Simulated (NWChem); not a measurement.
System: GeHCl₃; SMILES [Cl][GeH]([Cl])[Cl]

Here is an NWChem input.

```
start job
memory heap 200 mb stack 900 mb global 1100 mb
geometry units angstroms noautosym nocenter noautoz
  Ge     0.000000     0.000000     0.435165
  Cl    -0.489539     1.941094    -0.312842
  Cl     1.925806    -0.546594    -0.312842
  Cl    -1.436267    -1.394500    -0.312842
  H      0.000000     0.000000     1.961595
end
basis spherical
  Ge library sto-3g
  Cl library sto-3g
  H library sto-3g
end
dft
  xc b3lyp
  iterations 150
end
property
  response 1 0.0773
end
task dft property
```

Excerpt of the output:

```
             Northwest Computational Chemistry Package (NWChem) 7.3.0
             --------------------------------------------------------

                             Geometry "geometry" -> ""
                             -------------------------

 Output coordinates in angstroms (scale by  1.889725989 to convert to a.u.)

  No.       Tag          Charge          X              Y              Z
 ---- ---------------- ---------- -------------- -------------- --------------
    1 Ge                  32.0000     0.00000000     0.00000000     0.43516500
    2 Cl                  17.0000    -0.48953900     1.94109400    -0.31284200
    3 Cl                  17.0000     1.92580600    -0.54659400    -0.31284200
    4 Cl                  17.0000    -1.43626700    -1.39450000    -0.31284200
    5 H                    1.0000     0.00000000     0.00000000     1.96159500

 Effective nuclear repulsion energy (a.u.)     556.4354782254

                              NWChem Property Module
                              ----------------------

                                 NWChem DFT Module
                                 -----------------

 Summary of "ao basis" -> "ao basis" (spherical)
 ------------------------------------------------------------------------------
       Tag                 Description            Shells   Functions and Types
 ---------------- ------------------------------  ------  ---------------------
 Ge                          sto-3g                  8       18   4s3p1d
 Cl                          sto-3g                  5        9   3s2p
 H                           sto-3g                  1        1   1s

            General Information
            -------------------
          SCF calculation type: DFT
          Wavefunction type:  closed shell.
          No. of atoms     :     5
          No. of electrons :    84
           Alpha electrons :    42
            Beta electrons :    42
          Charge           :     0
          Spin multiplicity:     1
          Use of symmetry is: off; symmetry adaption is: off
          Maximum number of iterations: 150
          AO basis - number of functions:    46
                     number of shells:    24
          Convergence on energy requested:  1.00D-06
          Convergence on density requested:  1.00D-05
          Convergence on gradient requested:  5.00D-04

              XC Information
              --------------
                         B3LYP Method XC Potential
                     Hartree-Fock (Exact) Exchange  0.200
                        Slater Exchange Functional  0.800 local
                    Becke 1988 Exchange Functional  0.720 non-local
              Lee-Yang-Parr Correlation Functional  0.810
                  VWN I RPA Correlation Functional  0.190 local

             Grid Information
             ----------------
          Grid used for XC integration:  medium
          Radial quadrature: Mura-Knowles
          Angular quadrature: Lebedev.
          Tag              B.-S. Rad. Rad. Pts. Rad. Cut. Ang. Pts.
          ---              ---------- --------- --------- ---------
          Ge                  1.25      112           7.0       590
          Cl                  1.00       88           8.0       590
          H                   0.35       45           8.0       434
          Grid pruning is: on
          Number of quadrature shells:   421
          Spatial weights used:  Erf1

      Superposition of Atomic Density Guess
      -------------------------------------

 Sum of atomic energies:       -3415.74274348

      Non-variational initial energy
      ------------------------------

 Total energy =   -3415.887482
 1-e energy   =   -5887.843166
 2-e energy   =    1915.520206
 HOMO         =      -0.290977
 LUMO         =       0.216460

   convergence    iter        energy       DeltaE   RMS-Dens  Diis-err
 ---------------- ----- ----------------- --------- --------- ---------
 d= 0,ls=0.0,diis     1  -3419.1864477241 -3.98D+03  4.69D-02  4.85D-01
 d= 0,ls=0.0,diis     2  -3419.2515994152 -6.52D-02  2.15D-02  3.01D-01
 d= 0,ls=0.0,diis     3  -3419.3262105044 -7.46D-02  2.02D-03  5.29D-03
 d= 0,ls=0.0,diis     4  -3419.3271170682 -9.07D-04  2.19D-04  1.22D-05
 d= 0,ls=0.0,diis     5  -3419.3271218903 -4.82D-06  5.79D-05  2.31D-06
 d= 0,ls=0.0,diis     6  -3419.3271224603 -5.70D-07  4.28D-06  1.37D-08

         Total DFT energy =    -3419.327122460252
      One electron energy =    -5876.345109401233
           Coulomb energy =     2065.395071030829
    Exchange-Corr. energy =     -164.812562315232
 Nuclear repulsion energy =      556.435478225384

 Numeric. integr. density =       83.999987955072

                       DFT Final Molecular Orbital Analysis
                       ------------------------------------

 Vector   40  Occ=2.000000D+00  E=-2.697638D-01
              MO Center=  3.3D-04,  1.9D-03, -2.0D-01, r^2= 4.4D+00
   Bfn.  Coefficient  Atom+Function         Bfn.  Coefficient  Atom+Function
  ----- ------------  ---------------      ----- ------------  ---------------
    25      0.503565  2 Cl px                43      0.422358  4 Cl px
    34      0.418408  3 Cl px                45     -0.310116  4 Cl pz
    14     -0.301871  1 Ge d -2              35      0.265027  3 Cl py
    36      0.243353  3 Cl pz                26      0.220402  2 Cl py
    17      0.188961  1 Ge d  1              44      0.168947  4 Cl py

 Vector   41  Occ=2.000000D+00  E=-2.697637D-01
              MO Center= -2.6D-04, -1.9D-03, -2.0D-01, r^2= 4.4D+00
   Bfn.  Coefficient  Atom+Function         Bfn.  Coefficient  Atom+Function
  ----- ------------  ---------------      ----- ------------  ---------------
    35      0.477834  3 Cl py                44      0.473856  4 Cl py
    26      0.392644  2 Cl py                27      0.319544  2 Cl pz
    18     -0.301870  1 Ge d  2              43     -0.267288  4 Cl px
    36     -0.217591  3 Cl pz                25     -0.215855  2 Cl px
    15     -0.188959  1 Ge d -1              34     -0.171229  3 Cl px

 Vector   42  Occ=2.000000D+00  E=-2.591756D-01
              MO Center=  9.7D-06,  1.1D-07,  5.8D-02, r^2= 4.0D+00
   Bfn.  Coefficient  Atom+Function         Bfn.  Coefficient  Atom+Function
  ----- ------------  ---------------      ----- ------------  ---------------
    27      0.498714  2 Cl pz                36      0.498718  3 Cl pz
    45      0.498712  4 Cl pz                16      0.462378  1 Ge d  0
    46     -0.265304  5 H  s                 23     -0.136957  2 Cl pz
    32     -0.136958  3 Cl pz                41     -0.136957  4 Cl pz
    13     -0.135084  1 Ge pz                10     -0.059495  1 Ge s

 Vector   43  Occ=0.000000D+00  E= 3.676360D-02
              MO Center=  6.4D-07,  2.2D-06, -4.9D-02, r^2= 3.3D+00
   Bfn.  Coefficient  Atom+Function         Bfn.  Coefficient  Atom+Function
  ----- ------------  ---------------      ----- ------------  ---------------
    10      1.075344  1 Ge s                 26      0.551955  2 Cl py
    34      0.547607  3 Cl px                43     -0.408405  4 Cl px
    13     -0.394871  1 Ge pz                44     -0.396529  4 Cl py
    46     -0.370296  5 H  s                 24     -0.266734  2 Cl s
    33     -0.266734  3 Cl s                 42     -0.266734  4 Cl s

 Vector   44  Occ=0.000000D+00  E= 1.137871D-01
              MO Center= -8.0D-02, -7.5D-02,  3.0D-01, r^2= 2.7D+00
   Bfn.  Coefficient  Atom+Function         Bfn.  Coefficient  Atom+Function
  ----- ------------  ---------------      ----- ------------  ---------------
    11      0.801691  1 Ge px                12      0.792191  1 Ge py
    43      0.398028  4 Cl px                44      0.383517  4 Cl py
    42      0.343941  4 Cl s                 45      0.300224  4 Cl pz
    35     -0.274944  3 Cl py                25     -0.268797  2 Cl px
    26      0.221568  2 Cl py                 7     -0.205215  1 Ge px

 Vector   45  Occ=0.000000D+00  E= 1.137875D-01
              MO Center=  8.0D-02,  7.5D-02,  3.0D-01, r^2= 2.7D+00
   Bfn.  Coefficient  Atom+Function         Bfn.  Coefficient  Atom+Function
  ----- ------------  ---------------      ----- ------------  ---------------
    12     -0.801691  1 Ge py                11      0.792191  1 Ge px
    34      0.495038  3 Cl px                26     -0.491528  2 Cl py
    33     -0.299374  3 Cl s                 24      0.296349  2 Cl s
    36     -0.261322  3 Cl pz                27      0.258681  2 Cl pz
     8      0.205215  1 Ge py                 7     -0.202783  1 Ge px

     Multipole analysis of the density
     ---------------------------------

     L   x y z        total         alpha         beta         nuclear
     -   - - -        -----         -----         ----         -------
     0   0 0 0     -0.000000    -42.000000    -42.000000     84.000000

     1   1 0 0      0.000000      0.000000      0.000000      0.000000
     1   0 1 0      0.000002      0.000001      0.000001      0.000000
     1   0 0 1      0.893710      0.511169      0.511169     -0.128628

     2   2 0 0    -42.390463   -203.660693   -203.660693    364.930923
     2   1 1 0     -0.000003      0.000025      0.000025     -0.000054
     2   1 0 1      0.000001      0.000000      0.000000     -0.000000
     2   0 2 0    -42.390461   -203.660725   -203.660725    364.930990
     2   0 1 1      0.000000      0.000000      0.000000     -0.000000
     2   0 0 2    -37.298157    -45.251767    -45.251767     53.205378

 *** CALLING NEW AORESP DRIVER FOR CLOSED AND OPEN SHELLS ***
 Entering AOResponse driver routine

--------------------------------------------------------------------------------

          -----------------------------------------------
          Solving response equations for perturbing field
          -----------------------------------------------

 number of frequencies:     1
 frequency in a.u.:  0.7730000E-01
 Perturbing field: electric
 Using El. Dipole Length Gauge

 Setting up CPKS with frequency omega =      0.07730000 a.u.

                            NWChem Dynamic CPHF Module
                            --------------------------

    scftype = RHF
    nclosed =   42
      nopen =    0
  variables =      336
  num. vecs =        3
  tolerance =   1.0D-04
  max. iter =   50

 SCF residual:    7.5489002606636397E-006

Iterative solution of linear equations
  No. of variables      336
  No. of equations        3
  Maximum subspace       30
       Convergence  1.0D-04

   iter   nsub   residual    time
   ----  ------  --------  ---------
     1      3    2.87D+00       6.1
     2      6    2.82D-01       8.6
     3      9    8.34D-02      11.1
     4     12    1.61D-03      13.6
     5     15    1.31D-04      16.1
     6     18    1.54D-05      18.4

 Electric Dipole Response Matrix (nonzero elements):

              1        2        3
    1   31.3375  -0.0000   0.0000
    2   -0.0000  31.3375   0.0000
    3    0.0000   0.0000  14.9404

 ------------------------------------------
 average:        25.87181 + I       0.00000

 DFT Linear Response polarizability / au
 Frequency  =       0.0773000 / au
 Wavelength =     589.4353558 / nm
              X              Y              Z
 -----------------------------------------------
 X      31.3374927     -0.0000219      0.0000034
 Y      -0.0000219     31.3374908      0.0000078
 Z       0.0000034      0.0000078     14.9404480
 -----------------------------------------------
 Eigenvalues =      31.3375137     31.3374698     14.9404480
 Isotropic   =      25.8718105
 Anisotropic =      16.3970438
 -----------------------------------------------

 Magnetic Dipole Response Matrix (nonzero elements):

 Exiting AOResponse driver routine
```

Level: B3LYP/STO-3G. STO-3G and 3-21G are far too small for this property and stand as cheap habits. Structure relaxed at the PBE0/def2-SVP level.
